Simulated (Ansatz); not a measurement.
System: TaF2 (charge 0, quartet). The spin state was set by rule; other spins were not relaxed. SMILES: [F][Ta][F]
Structure (B3LYP-D3(BJ)/def2-TZVP (Ansatz, a first-principles code) minimum search):
```xyz
3

Ta     0.0000     0.0000     0.0000
F      0.0000     0.0000     1.8916
F      0.0000     0.0000    -1.8916
```
Charge 0, spin multiplicity 4.

Property: atomisation energy (electronic, to ground-state atoms), in kJ/mol. Cores are frozen in the correlated levels unless marked. Open shells are spin-unrestricted. Spin-orbit coupling is left out. The frozen core is the preceding noble-gas configuration, with the filled d and f shells of earlier blocks. In def2 rows, elements after Kr have scalar-relativistic effective core potentials. The coupled-cluster limit lacks core correlation, which all-electron functionals hold. CBS(X,Y): correlation extrapolated as X^-3; Hartree-Fock from the larger set.

| level | program | atomisation energy (kJ/mol) |
|---|---|---|
| r2SCAN0-D4/def2-TZVPD | Ansatz + dftd4 | 1224.0 |

Problem. What does CCSD(T)/CBS(def2-TZVPP,def2-QZVPP) (Ansatz) give?

Solution. 1250.7 kJ/mol, so r2SCAN0-D4/def2-TZVPD differs from it by -26.7 kJ/mol.
